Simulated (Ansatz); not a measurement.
`O[SiH2][GeH2][SH]` → `O[SiH](S)[GeH3]`  (isomerisation)

Isolated molecules relaxed with PBE0-D4/def2-TZVP in Ansatz; ΔE leaves out vibrations. CBS: MP2 limit from def2 TZ/QZ plus the TZ coupled-cluster correction, frozen cores. DFT in def2-TZVPP. B3LYP here is the variant with VWN-RPA as its local correlation; programs differ in this. For Ge outer-core shells are correlated without core-valence functions, which leaves a few kJ/mol of doubt a bond. Scalar relativity is left out up to krypton. Each species was taken in one conformer, which may not be the lowest.

Task: Is it downhill or uphill in electronic energy at CCSD(T)/CBS, and by how much? (An estimate is asked.)

Result: Computed: Downhill: ΔE = -5.7 kcal/mol.

Task: What do these levels give: PBE-D4, PBE0-D4, ωB97M-V, PBE0, B3LYP, CCSD(T)/def2-TZVPP? (Estimate.)

Result: Ansatz gave: PBE-D4 -6.4, PBE0-D4 -6.0, ωB97M-V -5.9, PBE0 -5.8, B3LYP -4.8, CCSD(T)/def2-TZVPP -5.2 kcal/mol.

Largest T1 diagnostic among the species: 0.012.

In def2-TZVPP, CCSD(T) changes the Hartree–Fock value by −2.2 kcal/mol (the triples alone add −0.4 kcal/mol) and MP2 by −2.4 kcal/mol.
